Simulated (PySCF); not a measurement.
Be(H)(OSiH3) (BeH4OSi), SMILES [BeH][O][SiH3]. Atoms are numbered in the order given.

```xyz
7

Be     0.0000     0.0000     2.1118
H      0.0000     0.0000     3.4495
O      0.0000     0.0000     0.7015
Si     0.0000     0.0000    -0.9408
H     -1.2187    -0.7036    -1.4457
H      1.2187    -0.7036    -1.4457
H      0.0000     1.4072    -1.4457
```
Charge 0, spin multiplicity 1.

Geometry: PBE-D3(BJ)/def2-TZVP.

Calculation: B3LYP/pcJ-1 in PySCF.

Isotropic couplings with Fermi-contact, spin-dipole and both spin-orbit terms, one fixed conformer, no vibrational averaging. Isotopes: 1H, 29Si.

### Question
Estimate the spin–spin coupling constants. (An estimate is asked for; the answer gives what the named calculation found.)

### Answer

| pair | bonds apart | J (Hz) |
|---|---|---|
| Si4–H5 | 1 | -235.2 |
| Si4–H6 | 1 | -235.1 |
| Si4–H7 | 1 | -236.2 |
| H5–H6 | 2 | 16.0 |
| H5–H7 | 2 | 16.0 |
| H6–H7 | 2 | 16.0 |
| H2–Si4 | 3 | -0.7 |
| H2–H5 | 4 | -0.4 |
| H2–H6 | 4 | -0.4 |
| H2–H7 | 4 | -0.4 |
